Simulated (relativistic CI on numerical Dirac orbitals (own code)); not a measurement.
# What each ingredient does to the levels of Tl⁶⁴⁺

Base calculation: Dirac-Coulomb-Breit CI, KLI orbitals optimised for each configuration, a model potential for QED, unscaled Slater integrals.

Configurations in the expansion (outside the closed core [Ne]): 3s2 3p5, 3s2 3p4 3d, 3s 3p6, 3s 3p5 3d, 3s 3p4 3d2, 3p6 3d, 3s2 3p3 3d 4p, 3s2 3p4 4s, 3s 3p4 3d 4s, 3p6 4s, 3s2 3p4 4p, 3p6 4p, 3s2 3p3 3d2, 3s2 3p2 3d3, 3s 3p3 3d3, 3s2 3p2 3d2 4s, 3s2 3p2 3d2 4p. Double excitations out of closed p, d and f shells are left out; levels of such configurations are missing from the list, as are those of other unlisted configurations, and high levels can miss mixing partners.

The lowest level and the first level of each name with at least 55 % of one term (blank where a level has no safe partner in the second run):

```json
{"Level": "3s2 3p5 2P°_3/2", "Base (eV)": "0.000", "Shift (eV)": "0.000"}
{"Level": "3s2 3p4 3d 2D_3/2", "Base (eV)": "298.291", "Shift (eV)": "-2.050"}
{"Level": "3s2 3p4 3d 4F_9/2", "Base (eV)": "389.725", "Shift (eV)": "-3.533"}
{"Level": "3s2 3p4 3d 2P_1/2", "Base (eV)": "398.649", "Shift (eV)": "-1.903"}
{"Level": "3s2 3p4 3d 2D_5/2", "Base (eV)": "422.710", "Shift (eV)": "-2.528"}
{"Level": "3s2 3p5 2P°_1/2", "Base (eV)": "539.661", "Shift (eV)": "+2.083"}
{"Level": "3s 3p6 2S_1/2", "Base (eV)": "762.301", "Shift (eV)": "-0.066"}
{"Level": "3s2 3p4 3d 4D_1/2", "Base (eV)": "792.215", "Shift (eV)": "-1.429"}
{"Level": "3s2 3p4 3d 2G_7/2", "Base (eV)": "813.717", "Shift (eV)": "-2.038"}
{"Level": "3s2 3p4 3d 2G_9/2", "Base (eV)": "933.318", "Shift (eV)": "-1.892"}
```

At this charge energies of transitions that change n are usually good to better than 1 %, and those within a shell (Δn = 0) to a few per cent.

Q: One thing was changed in a second run, which moved the levels as shown. Which?
A. QED terms removed
B. Breit term removed
C. non-relativistic limit
D. only the first 3 configurations

A: D. Only the first 3 configurations. With fewer configurations the levels that remain lose their mixing partners.

LS names give the leading component of a level, which can be under half, so a name can repeat, a term be missing and a line seem to break the LS rules.
